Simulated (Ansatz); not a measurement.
Calculated with Ansatz (gas phase, PBE0-D4/def2-TZVP geometries, no zero-point term in ΔE). CCSD(T)/CBS adds triple-zeta CCSD(T) − MP2 to the extrapolated MP2 energy (def2 sets, frozen cores). This one scheme is used for every species. Functionals use def2-TZVPP. B3LYP here is the variant with VWN-RPA as its local correlation; programs differ in this. One conformer a species, not always the lowest.

Consider the ligand exchange at the Si–O bond: `O[SiH](Cl)[SiH2]Cl` + HCl → `Cl[SiH2][SiH](Cl)Cl` + H₂O.

CCSD(T)/CBS gives 0.0 kJ/mol.

Task: Another level gave +6.2 kJ/mol. Which?
A. revPBE-D4/def2-TZVPP
B. B3LYP/def2-TZVPP
C. CAM-B3LYP/def2-TZVPP
D. MP2/def2-TZVPP

Result: B. B3LYP 6.2, revPBE-D4 -3.7, CAM-B3LYP 10.4, MP2/def2-TZVPP 1.1 kJ/mol.

Task: What do rigid-rotor, harmonic-oscillator terms from PBE0-D4/def2-TZVP frequencies (298.15 K, 1 bar) make of the CCSD(T)/CBS value? (Best estimate.)

Result: Ansatz gave: ΔZPE = +4.9 kJ/mol, ΔH = +6.0 kJ/mol, ΔS = 8 J/(mol·K), ΔG = +3.5 kJ/mol. Modes under 50 cm⁻¹ make the entropy rough.

Largest T1 diagnostic among the species: 0.011.

At CCSD(T), def2-SVP lies +5.0 kJ/mol from the extrapolated value and def2-TZVPP +5.7 kJ/mol. Leaving LDA and LC-ωPBE aside and taking each functional with its dispersion term where it has one, the values, not all of them listed here, spread over 12.6 kJ/mol, from revPBE-D4 to CAM-B3LYP-D4. LDA lies +7.2 kJ/mol from PBE without D4.

CCSD(T)/CBS has its own doubt, a few kJ/mol and more with outer-core shells, so smaller differences from it don't rank the levels.
